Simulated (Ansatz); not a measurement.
A CCSD(T) single point on C4H11Al (`CC(C)[CH2][AlH2]`).

```yaml
crystal:
  periodic: [false, false, false]
  atoms:
    - {symbol: C, position_ang: [0.353044, 1.358809, -0.500097]}
    - {symbol: C, position_ang: [0.523153, 0.037626, 0.237164]}
    - {symbol: C, position_ang: [1.807430, -0.656560, -0.197152]}
    - {symbol: C, position_ang: [-0.703047, -0.855071, 0.033782]}
    - {symbol: Al, position_ang: [-2.398015, -0.135015, 0.701444]}
    - {symbol: H, position_ang: [1.220341, 2.010546, -0.367803]}
    - {symbol: H, position_ang: [0.226137, 1.187111, -1.574155]}
    - {symbol: H, position_ang: [-0.523979, 1.910016, -0.141612]}
    - {symbol: H, position_ang: [0.610887, 0.265122, 1.307980]}
    - {symbol: H, position_ang: [2.684255, -0.025162, -0.026226]}
    - {symbol: H, position_ang: [1.770766, -0.896694, -1.264705]}
    - {symbol: H, position_ang: [1.954334, -1.592470, 0.347695]}
    - {symbol: H, position_ang: [-0.547421, -1.827305, 0.526061]}
    - {symbol: H, position_ang: [-0.810602, -1.100209, -1.032418]}
    - {symbol: H, position_ang: [-3.788690, -0.689749, 0.162168]}
    - {symbol: H, position_ang: [-2.401391, 0.986604, 1.832174]}
basis:
  gaussian: {orbitals: def2-TZVPP}
correlation: {method: ccsd_t}
output: {orbitals: {seedname: orbitals}}
```

```sh
$ ansatz run in.yaml --threads 4 --pin off --events-out ev --progress --plain
```

Output of Ansatz, abridged:

```
Functional definition: HF
1837 factors; integrals over basis functions are off by at most 1.1e-3 eV
mean field evaluation 1: about -10875.2787 eV, gradient 4.1e1 eV
mean field evaluation 2: about -10875.4775 eV, gradient 4.1e1 eV
mean field evaluation 4: about -10880.2432 eV, gradient 4.6e0 eV
mean field evaluation 8: about -10880.3204 eV, gradient 2.0e-1 eV
mean field -10880.32060985 eV, -399.8444074657 hartree, gradient 4.6e-6 eV, S^2 0.000000; 0 other end points of the search recorded, 0 dependent functions left out
9 core orbitals not correlated: weight in the atoms' cores, before any rotation towards them, 1.000 or more for the frozen orbitals, at most 0.000 for the correlated occupied ones
reference -10880.32060985 eV, -399.8444074657 hartree; 15, 15 occupied and 296, 296 virtual orbitals, 1837 factors
second order -21.64177738 eV of doubles, -0.00000000 eV of singles
cycle   1  -22.67117327 eV  change    -1.0e0 eV  update   9.4e-2
cycle   2  -23.26577029 eV  change   -5.9e-1 eV  update   2.7e-2
cycle   3  -23.33908816 eV  change   -7.3e-2 eV  update   9.7e-3
cycle   4  -23.33589621 eV  change    3.2e-3 eV  update   2.4e-3
cycle   5  -23.33613142 eV  change   -2.4e-4 eV  update   8.4e-4
cycle   6  -23.33612031 eV  change    1.1e-5 eV  update   2.5e-4
cycle   7  -23.33603952 eV  change    8.1e-5 eV  update   8.4e-5
cycle   8  -23.33603785 eV  change    1.7e-6 eV  update   3.0e-5
perturbative correction -0.88200356 eV, -0.0324130329 hartree
Total energy: -10904.53865125 eV, -400.7344040717 hartree
```

Hardware: 4 threads of a server CPU on a shared host. Wall time 27 min, peak host memory 4.7 GiB.

Correlation energy per correlated electron: -0.807 eV. T1 diagnostic: 0.0090.
